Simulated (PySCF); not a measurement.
## CsH: from constants to spectrum

RHF-CCSD(T) constants of CsH, ¹Σ⁺ (singlet), closed shell (PySCF, scalar-relativistic core potentials, basis sets Cs def2-SVPD with ECP46, H def2-SVPD; masses 132.9054 and 1.0078 u):

| Item | Value |
| --- | --- |
| ωe | 842.9 cm⁻¹ |
| ωexe | 12.1 cm⁻¹ |
| Be | 2.4344 cm⁻¹ |
| αe | 0.0541 cm⁻¹ |
| D (centrifugal) | 8.12e-05 cm⁻¹ |
| De to Cs + H | 1.56 eV |

(1) Estimate the standard entropy (1 bar) and heat capacity of the ideal gas at 500 K, rigid rotor with B0 and harmonic oscillator at the fundamental.

Correlated steps freeze no core orbitals. Correlated levels converge slowly with the basis: in double zeta they bind strong bonds too weakly, by up to about 1 eV, and carry superposition errors of some tenths. Spin–orbit coupling is left out. Where the molecule has an RHF reference, its open-shell atoms are computed with UHF. The CCSD T1 diagnostic is raised, a sign that a single reference may not be enough here.

## Answers

(1) Translation (Sackur–Tetrode, M = 133.91 u): 180.7 J/(mol K). Rotation: q = kT/(σB0) = 144 with σ = 1, 49.7. Vibration: x = hcν0/kT = 2.36, 2.88. S° = 233.2 J/(mol K); Cp = 7R/2 + 5.34 = 34.4 J/(mol K).
